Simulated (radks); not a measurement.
Q: Radial electron density D(r) = 4 pi r^2 rho(r) of an atom or ion with 54 electrons. Method: scalar-relativistic Kohn-Sham, PBE, spin-polarised, spherical densities, finite nucleus; Fermi nuclear charge, rms radius of each element as measured or else 0.836 A^(1/3) + 0.57 fm; computed with a radial shooting solver on a logarithmic mesh with Libxc functionals.

| r (bohr) | D(r) (e/bohr) | spin D(r) |
|---|---|---|
| 0.001329 | 6.961 | -0.0000552 |
| 0.001511 | 8.517 | -0.0000642 |
| 0.001731 | 10.51 | -0.0000737 |
| 0.001983 | 12.93 | -0.0000817 |
| 0.002272 | 15.81 | -0.0000857 |
| 0.002603 | 19.24 | -0.0000812 |
| 0.002982 | 23.26 | -0.0000611 |
| 0.003417 | 27.92 | -0.0000137 |
| 0.003914 | 33.24 | 0.0000796 |
| 0.004485 | 39.20 | 0.000248 |
| 0.005097 | 45.34 | 0.000515 |
| 0.005839 | 52.29 | 0.000977 |
| 0.00669 | 59.49 | 0.00172 |
| 0.007665 | 66.63 | 0.00289 |
| 0.008781 | 73.32 | 0.00470 |
| 0.01006 | 79.13 | 0.00744 |
| 0.01153 | 83.59 | 0.0115 |
| 0.01321 | 86.29 | 0.0174 |
| 0.01513 | 87.00 | 0.0258 |
| 0.0172 | 85.90 | 0.0366 |
| 0.0197 | 83.29 | 0.0518 |
| 0.02257 | 80.05 | 0.0714 |
| 0.02586 | 77.47 | 0.0955 |
| 0.02963 | 76.95 | 0.124 |
| 0.03394 | 79.67 | 0.154 |
| 0.03889 | 86.06 | 0.184 |
| 0.04455 | 95.31 | 0.210 |
| 0.05104 | 105.3 | 0.231 |
| 0.05801 | 112.8 | 0.247 |
| 0.06646 | 115.8 | 0.268 |
| 0.07614 | 112.4 | 0.308 |
| 0.08724 | 103.8 | 0.394 |
| 0.09995 | 93.81 | 0.548 |
| 0.1145 | 87.44 | 0.778 |
| 0.1312 | 88.01 | 1.06 |
| 0.1503 | 94.50 | 1.34 |
| 0.1722 | 101.3 | 1.58 |
| 0.1957 | 101.6 | 1.78 |
| 0.2242 | 91.50 | 2.11 |
| 0.2569 | 73.28 | 2.83 |
| 0.2943 | 54.87 | 4.19 |
| 0.3372 | 44.24 | 6.19 |
| 0.3863 | 43.51 | 8.42 |
| 0.4426 | 47.83 | 10.1 |
| 0.5071 | 49.75 | 10.7 |
| 0.5809 | 45.15 | 9.96 |
| 0.6603 | 36.04 | 8.56 |
| 0.7564 | 25.38 | 7.00 |
| 0.8667 | 17.01 | 5.81 |
| 0.9929 | 11.66 | 4.94 |
| 1.138 | 8.175 | 4.06 |
| 1.303 | 5.416 | 2.96 |
| 1.493 | 3.092 | 1.81 |
| 1.711 | 1.430 | 0.880 |
| 1.96 | 0.5141 | 0.333 |
| 2.228 | 0.1507 | 0.103 |
| 2.552 | 0.02964 | 0.0214 |
| 2.924 | 0.004007 | 0.00306 |
| 3.35 | 0.0003557 | 0.000286 |

What is the nuclear charge?

A: Z = 65. The innermost maximum, from 1s, lies near gamma/Z bohr with gamma = sqrt(1 - (Z/c)^2) = 0.880, here 0.0135 bohr (found: 0.0148), and its height grows with Z. The density is that of the terbium ion Tb11+ in [Kr] 4d9 4f5 5s2 5p2; the configuration itself is not fixed sharply by these data, and Z only to a few units. D(r) has 4 maxima, at r = 0.0148, 0.0665, 0.185, 0.495 bohr, and minima at 0.0285, 0.121, 0.362 bohr, inside which lie 1.94, 11.12, 29.31 electrons.
